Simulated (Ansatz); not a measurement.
Gas-phase reaction in SMILES: NB(N)F -> [NH-]B(N)F + H+
Structures are relaxed separately at B3LYP-D3(BJ)/def2-TZVP in Ansatz (a quantum-chemistry and plane-wave program), one conformer each, not searched for the lowest. Frequencies are from Ansatz.
Geometry of the first species:
```
B
F 1 1.3555
N 1 1.4116 2 117.61
H 3 1.0033 1 124.27 2 180.00
H 3 1.0042 4 114.36 1 180.00
N 1 1.4116 2 117.61 3 180.00
H 6 1.0033 1 124.27 2 180.00
H 6 1.0042 7 114.36 1 180.00
```
Charge 0, spin multiplicity 1.

Quantity: gas-phase deprotonation energy (enthalpy at 298 K, with B3LYP-D3(BJ) rigid-rotor harmonic-oscillator terms), in eV. Valence correlation only, unless marked. Spin-orbit coupling is left out. Non-relativistic unless marked X2C. Anions need diffuse functions: aug- sets have them; def2-D sets add few; the other sets have none. Basis-set limits of correlation are two-point, X^-3; Hartree-Fock from the larger set. The bracket is a focal-point correction in the basis named.

| level | program | gas-phase deprotonation energy (eV) |
|---|---|---|
| HF/cc-pVDZ | Ansatz | 17.33 |

**Question.** Estimate the value at RI-MP2/CBS(aug-cc-pVTZ,aug-cc-pVQZ)+[CCSD(T)-MP2]/aug-cc-pVTZ as computed with Ansatz.

**Answer.** 16.53 eV
